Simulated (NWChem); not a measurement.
System: CHBr2F; SMILES FC(Br)Br

The following NWChem deck was run.

```
start job
memory heap 200 mb stack 900 mb global 1100 mb
geometry units angstroms noautosym nocenter noautoz
  F      1.873383    -0.199839     0.000000
  C      0.688478     0.429953     0.000000
  Br    -0.309517    -0.022682    -1.620868
  Br    -0.309517    -0.022682     1.620868
  H      0.825265     1.527360     0.000000
end
basis spherical
  F library def2-svpd
  C library def2-svpd
  Br library def2-svpd
  H library def2-svpd
end
dft
  xc b3lyp
  iterations 150
end
property
  response 1 0.0773
end
task dft property
```

Excerpt of the output:

```
             Northwest Computational Chemistry Package (NWChem) 7.3.0
             --------------------------------------------------------

                             Geometry "geometry" -> ""
                             -------------------------

 Output coordinates in angstroms (scale by  1.889725989 to convert to a.u.)

  No.       Tag          Charge          X              Y              Z
 ---- ---------------- ---------- -------------- -------------- --------------
    1 F                    9.0000     1.87338300    -0.19983900     0.00000000
    2 C                    6.0000     0.68847800     0.42995300     0.00000000
    3 Br                  35.0000    -0.30951700    -0.02268200    -1.62086800
    4 Br                  35.0000    -0.30951700    -0.02268200     1.62086800
    5 H                    1.0000     0.82526500     1.52736000     0.00000000

 Effective nuclear repulsion energy (a.u.)     477.1819258686

                              NWChem Property Module
                              ----------------------

                                 NWChem DFT Module
                                 -----------------

 Summary of "ao basis" -> "ao basis" (spherical)
 ------------------------------------------------------------------------------
       Tag                 Description            Shells   Functions and Types
 ---------------- ------------------------------  ------  ---------------------
 F                         def2-svpd                 9       23   4s3p2d
 C                         def2-svpd                 8       20   4s2p2d
 Br                        def2-svpd                15       41   6s5p4d
 H                         def2-svpd                 4        8   2s2p

            General Information
            -------------------
          SCF calculation type: DFT
          Wavefunction type:  closed shell.
          No. of atoms     :     5
          No. of electrons :    86
           Alpha electrons :    43
            Beta electrons :    43
          Charge           :     0
          Spin multiplicity:     1
          Use of symmetry is: off; symmetry adaption is: off
          Maximum number of iterations: 150
          AO basis - number of functions:   133
                     number of shells:    51
          Convergence on energy requested:  1.00D-06
          Convergence on density requested:  1.00D-05
          Convergence on gradient requested:  5.00D-04

              XC Information
              --------------
                         B3LYP Method XC Potential
                     Hartree-Fock (Exact) Exchange  0.200
                        Slater Exchange Functional  0.800 local
                    Becke 1988 Exchange Functional  0.720 non-local
              Lee-Yang-Parr Correlation Functional  0.810
                  VWN I RPA Correlation Functional  0.190 local

             Grid Information
             ----------------
          Grid used for XC integration:  medium
          Radial quadrature: Mura-Knowles
          Angular quadrature: Lebedev.
          Tag              B.-S. Rad. Rad. Pts. Rad. Cut. Ang. Pts.
          ---              ---------- --------- --------- ---------
          F                   0.50       49          11.0       434
          C                   0.70       49          10.0       434
          Br                  1.15      112          13.0       590
          H                   0.35       45          11.0       434
          Grid pruning is: on
          Number of quadrature shells:   367
          Spatial weights used:  Erf1

      Superposition of Atomic Density Guess
      -------------------------------------

 Sum of atomic energies:       -5281.59814859

      Non-variational initial energy
      ------------------------------

 Total energy =   -5282.538293
 1-e energy   =   -8305.873515
 2-e energy   =    2546.153297
 HOMO         =      -0.357978
 LUMO         =      -0.001355

   convergence    iter        energy       DeltaE   RMS-Dens  Diis-err
 ---------------- ----- ----------------- --------- --------- ---------
 d= 0,ls=0.0,diis     1  -5286.0190707525 -5.76D+03  1.66D-02  1.43D+00
 d= 0,ls=0.0,diis     2  -5285.6506352160  3.68D-01  1.13D-02  4.82D+00
 d= 0,ls=0.0,diis     3  -5286.1827506191 -5.32D-01  1.31D-03  1.40D-02
 d= 0,ls=0.0,diis     4  -5286.1839211657 -1.17D-03  5.58D-04  6.69D-03
 d= 0,ls=0.0,diis     5  -5286.1847422642 -8.21D-04  1.21D-04  1.30D-03
  Resetting Diis
 d= 0,ls=0.0,diis     6  -5286.1848400753 -9.78D-05  2.20D-05  5.50D-06
 d= 0,ls=0.0,diis     7  -5286.1848406331 -5.58D-07  6.84D-06  3.43D-07

         Total DFT energy =    -5286.184840633106
      One electron energy =    -8305.418114575063
           Coulomb energy =     2740.944200250605
    Exchange-Corr. energy =     -198.892852177290
 Nuclear repulsion energy =      477.181925868640

 Numeric. integr. density =       85.999999406510

                       DFT Final Molecular Orbital Analysis
                       ------------------------------------

[...]

 DFT Linear Response polarizability / au
 Frequency  =       0.0773000 / au
 Wavelength =     589.4353558 / nm
              X              Y              Z
 -----------------------------------------------
 X      55.5801351      1.1545649      0.0000001
 Y       1.1545599     49.5375511      0.0000001
 Z       0.0000001      0.0000001     81.4359044
 -----------------------------------------------
 Eigenvalues =      55.7932248     49.3244614     81.4359044
 Isotropic   =      62.1845302
 Anisotropic =      29.4154439
 -----------------------------------------------

 Magnetic Dipole Response Matrix (nonzero elements):

 Exiting AOResponse driver routine
```

Level: B3LYP/def2-SVPD. The geometry was optimised at PBE-D3(BJ)/def2-SVP.
